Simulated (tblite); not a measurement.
hexanethiol (C6H14S), singlet, at a GFN2-xTB geometry; tblite with GFN1-xTB.

tblite was given this input:
```
$ tblite run mol.xyz --method gfn1 --charge 0 --spin 0 --json tblite.json --no-restart

# file mol.xyz
21

C     -4.27231411     0.31146578    -0.49971612
C     -2.87333417     0.82335084    -0.81956104
C     -1.79526299     0.00609202    -0.11170355
C     -0.39047006     0.51335646    -0.42756318
C      0.68205977    -0.30864411     0.28369885
C      2.07610922     0.20295892    -0.03621755
S      3.32341482    -0.81950689     0.84333532
H     -4.38037944    -0.72442039    -0.81380716
H     -5.02454415     0.90601275    -1.01276596
H     -4.46278088     0.36541094     0.56995850
H     -2.70863832     0.77961234    -1.89867809
H     -2.79103017     1.86931681    -0.51507351
H     -1.87781643    -1.03982318    -0.41606167
H     -1.96019477     0.04970257     0.96731599
H     -0.22370169     0.46937227    -1.50673448
H     -0.30612076     1.55943677    -0.12267275
H      0.60624953    -1.35514463    -0.02030705
H      0.52383376    -0.26512387     1.36369914
H      2.19990703     1.23440026     0.29484733
H      2.28322793     0.13240834    -1.10435871
H      4.38662521    -0.16053018     0.38764877
```

It wrote (shortened):

```
xTB calculator
 | screened Coulomb repulsion
 | Coulomb electrostatics
 |  * isotropic Klopman-Ohno-Mataga-Nishimoto electrostatics
 |  * onsite third-order electrostatics
 | DFT-D3(BJ) dispersion correction

halogen bonding energy    0.0000000000000E+00 Eh
repulsion energy          2.9455110035159E-01 Eh
dispersion energy        -8.0199707883285E-03 Eh
number of electrons       4.4000000000000E+01 e
integral cutoff           1.9731147476801E+01 bohr

------------------------------------------------------------
  cycle        total energy    energy error   density error
------------------------------------------------------------
      1     -23.93260513391  -2.4219136E+01   5.3069203E-01
      2     -23.94869320477  -1.6088071E-02   3.1870172E-01
      3     -23.94842536335   2.6784142E-04   2.3337101E-02
      4     -23.94905612304  -6.3075969E-04   2.1314825E-03
      5     -23.94906528342  -9.1603771E-06   3.6361322E-04
      6     -23.94906547031  -1.8688985E-07   5.1059568E-05
      7     -23.94906548214  -1.1825190E-08   1.3062400E-05
------------------------------------------------------------

electronic energy        -2.4235596611698E+01 Eh
total energy             -2.3949065482135E+01 Eh

Post processing:
 | Mayer-Wiberg bond orders

[Info] JSON dump of results written to 'tblite.json'
```
